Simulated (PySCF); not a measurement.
C4H6BF, SMILES C(#C)B(CC)F. Atoms are numbered in the order given.

```xyz
12

C     -1.2567     2.1308     0.0000
C     -0.3821     1.2666     0.0000
B      0.6499     0.1282     0.0000
F      1.9519     0.4662     0.0000
C      0.2697    -1.3972     0.0000
C     -1.2195    -1.7531     0.0000
H     -2.0165     2.9019     0.0000
H      0.7928    -1.8505     0.8753
H      0.7928    -1.8505    -0.8753
H     -1.7340    -1.3362    -0.8894
H     -1.3862    -2.8491     0.0000
H     -1.7340    -1.3362     0.8894
```

Geometry: PBE-D3(BJ)/def2-SVP. This is a generated structure with no PubChem entry under its InChIKey; it may be hypothetical. One conformer was computed; it need not be the lowest.

The numbers are results of PySCF with CAM-B3LYP/def2-TZVP, not measurements.

Gas-phase values at a fixed geometry.

```json
{
  "total_energy": "-280.71437 hartree",
  "point_group": "Cs",
  "highest_occupied_level": "-9.70 eV",
  "lowest_empty_level": "-0.45 eV",
  "orbital_gap": "9.25 eV",
  "dipole_moment": "1.64 D",
  "quadrupole, principal values (traceless, Buckingham form, about the centre of nuclear charge)": "-8.19, -0.65, 8.84 D·Å",
  "mean_static_polarisability": "58.6 bohr³ (8.68 Å³)",
  "polarisability_principal_values": "43.8, 54.1, 77.9 bohr³"
}
```
